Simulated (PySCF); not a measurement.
B(H)(OAc)(OH) (C₂H₅BO₃), SMILES C(OBO)(=O)C. Atoms are numbered in the order given.

```xyz
11

B     -0.4132     0.9910     1.0269
H     -1.3154     1.5946     0.5161
O      0.3216     0.0311     0.3456
C     -0.0734    -0.5068    -0.8431
C      1.0765    -1.1610    -1.5457
O     -1.2017    -0.4660    -1.2346
H      0.7332    -1.6144    -2.4816
H      1.5232    -1.9256    -0.8931
H      1.8592    -0.4149    -1.7489
O     -0.0494     1.2714     2.2907
H      0.6823     0.7191     2.5923
```

Coordinates come from a PBE0-D3(BJ)/def2-SVP optimisation. The structure was generated by enumeration, and PubChem lists no compound with its InChIKey, so it may never have been made. The values are those of a single conformer.

These are PBE0/pcSseg-1 run with PySCF values and carry that method's errors.

GIAO shieldings, no solvent; atoms alike by connectivity are averaged. δ = σ(ref) − σ: ¹¹B against BF3 (σ = 88.8 ppm); ¹H against TMS (σ = 31.56 ppm); ¹⁷O against H2O (σ = 334.2 ppm); ¹³C against TMS (σ = 186.3 ppm), references at their B3LYP-D3(BJ)/def2-TZVP geometries, non-relativistic.

```csv
nucleus,atoms,count,δ (ppm)
¹¹B,B1,1,13.6
¹H,H2,1,5.11
¹H,H11,1,4.60
¹H,"H7, H8, H9",3,2.31
¹⁷O,O6,1,490.5
¹⁷O,O3,1,271.9
¹⁷O,O10,1,136.2
¹³C,C4,1,173.4
¹³C,C5,1,25.2
```
